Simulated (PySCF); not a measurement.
Structure with atom numbers: `[CH3:1][CH2:2][O:3][CH2:4][O:5][CH:6]=[O:7]`. Hydrogens are named by the atom that carries them.

Geometry: GFN2-xTB; GIAO absolute shieldings from PySCF 2.14, gas phase, non-relativistic, averaged over equivalent atoms.

At CAM-B3LYP/pcSseg-1 (159 basis functions, 18 s wall time on 1 thread of an Arm Neoverse V2, shared host):
```
atoms  σ (ppm)
   C6     14.6
   C4     99.4
   C2    120.3
   C1    171.0
   O7    -95.6
   O5     99.9
   O3    256.0
H(C6)    23.52
H(C4)    25.99
H(C2)    27.96
H(C1)    30.34
```

Q: What do these become at PBE0/pcSseg-1?

A: 
| atoms | σ at PBE0/pcSseg-1 | change |
| --- | --- | --- |
| C6 | 20.2 | +5.6 |
| C4 | 102.6 | +3.2 |
| C2 | 122.8 | +2.5 |
| C1 | 173.3 | +2.3 |
| O7 | -89.2 | +6.4 |
| O5 | 97.2 | -2.7 |
| O3 | 253.0 | -3.0 |
| H(C6) | 23.42 | -0.10 |
| H(C4) | 25.94 | -0.05 |
| H(C2) | 27.91 | -0.05 |
| H(C1) | 30.31 | -0.03 |

The largest change is at O7 (ester carbonyl oxygen). Cost: 159 basis functions, 14 s wall time on 1 thread of an Arm Neoverse V2, shared host. The order of the carbon signals is the same at both levels.
